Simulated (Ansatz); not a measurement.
Cost and result for the atomization energy of `N#[C][Ge]([Cl])([Cl])[Cl]` (6 atoms, 5 bonds).

```xyz
6

N    -2.2658    0.6773   -0.9979
C    -1.2499    0.3740   -0.5508
Ge    0.4349   -0.1299    0.1915
Cl    0.7037   -2.2027   -0.1009
Cl    0.4235    0.3267    2.2519
Cl    1.9536    0.9547   -0.7938
```

Charge 0, multiplicity 1. Correlated methods include outer-core shells of Ge, which these sets cover unevenly. Scalar relativity is left out up to krypton. All single points use the PBE0-D4/def2-TZVP geometry. Program: Ansatz. All runs use 4 threads of an Arm Neoverse V2 on a shared host. Times are those of one run each, without the atoms' runs, and a repeat can differ threefold. Electronic energies, without spin–orbit coupling; frozen cores. CCSD(T)/CBS adds CCSD(T) − MP2 in def2-TZVPP to the MP2 limit, and its time is that of the two runs behind it. T1 = 0.011. With those shells the extrapolation isn't a true limit.

CCSD(T)/CBS is a level of theory with its own doubt, some kJ/mol a heavy atom from the limit and from the frozen cores, so smaller differences don't rank the functionals.

| level | functions | wall time |
| --- | --- | --- |
| LDA (SPW92)/def2-TZVPP | 236 | 1.1 s |
| revPBE-D4/def2-TZVPP | 236 | 1.8 s |
| BLYP-D4/def2-TZVPP | 236 | 1.8 s |
| PBE-D4/def2-TZVPP (with forces) | 236 | 2.1 s |
| BHLYP-D4/def2-TZVPP | 236 | 3.5 s |
| RPA@PBE/def2-TZVPP | 236 | 3.9 s |
| r2SCAN-D4/def2-TZVPP (with forces) | 236 | 4.4 s |
| r2SCANh-D4/def2-TZVPP | 236 | 5.5 s |
| PBE-QIDH/def2-TZVPP | 236 | 5.5 s |
| CCSD(T)/def2-SVP | 114 | 5.5 s |
| MP2/def2-QZVPP | 413 | 16 s |
| CCSD(T)/def2-TZVPP | 236 | 2.5 min |
| CCSD(T)/CBS(def2) | – | 2.8 min |

What atomization energy does each give, and how far from CCSD(T)/CBS? (An estimate is asked.)

The calculation gave: 
```json
{"level": "LDA (SPW92)/def2-TZVPP", "atomization (kcal/mol)": "619.7", "difference from CCSD(T)/CBS": "95.9", "per bond": "19.2"}
{"level": "revPBE-D4/def2-TZVPP", "atomization (kcal/mol)": "528.2", "difference from CCSD(T)/CBS": "4.4", "per bond": "0.9"}
{"level": "BLYP-D4/def2-TZVPP", "atomization (kcal/mol)": "522.4", "difference from CCSD(T)/CBS": "-1.4", "per bond": "-0.3"}
{"level": "PBE-D4/def2-TZVPP (with forces)", "atomization (kcal/mol)": "547.8", "difference from CCSD(T)/CBS": "24.0", "per bond": "4.8"}
{"level": "BHLYP-D4/def2-TZVPP", "atomization (kcal/mol)": "491.1", "difference from CCSD(T)/CBS": "-32.7", "per bond": "-6.5"}
{"level": "RPA@PBE/def2-TZVPP", "atomization (kcal/mol)": "470.2", "difference from CCSD(T)/CBS": "-53.6", "per bond": "-10.7"}
{"level": "r2SCAN-D4/def2-TZVPP (with forces)", "atomization (kcal/mol)": "526.9", "difference from CCSD(T)/CBS": "3.1", "per bond": "0.6"}
{"level": "r2SCANh-D4/def2-TZVPP", "atomization (kcal/mol)": "519.4", "difference from CCSD(T)/CBS": "-4.4", "per bond": "-0.9"}
{"level": "PBE-QIDH/def2-TZVPP", "atomization (kcal/mol)": "525.3", "difference from CCSD(T)/CBS": "1.5", "per bond": "0.3"}
{"level": "CCSD(T)/def2-SVP", "atomization (kcal/mol)": "481.2", "difference from CCSD(T)/CBS": "-42.6", "per bond": "-8.5"}
{"level": "MP2/def2-QZVPP", "atomization (kcal/mol)": "547.8", "difference from CCSD(T)/CBS": "24.0", "per bond": "4.8"}
{"level": "CCSD(T)/def2-TZVPP", "atomization (kcal/mol)": "507.7", "difference from CCSD(T)/CBS": "-16.1", "per bond": "-3.2"}
{"level": "CCSD(T)/CBS(def2)", "atomization (kcal/mol)": "523.8", "difference from CCSD(T)/CBS": "0.0", "per bond": "0.0"}
```

The D4 term adds +10.0 kcal/mol with B3LYP and +5.3 kcal/mol with PBE0; it sums over pairs of atoms, weighted by their polarisabilities, and B3LYP, whose exchange is more repulsive, gets the larger term. Leaving LDA and LC-ωPBE aside and taking each functional with its dispersion term where it has one, the values spread over 56.7 kcal/mol, from BHLYP-D4 to PBE-D4. LDA lies +78.0 kcal/mol from PBE without D4, its usual overbinding. At CCSD(T), def2-SVP lies −42.6 kcal/mol from the extrapolated value and def2-TZVPP −16.1 kcal/mol: correlation converges slowly with the basis, and small sets miss more of it in the bonded molecule than in its fragments.

B3LYP here is the variant with VWN-RPA as its local correlation; programs differ in this.
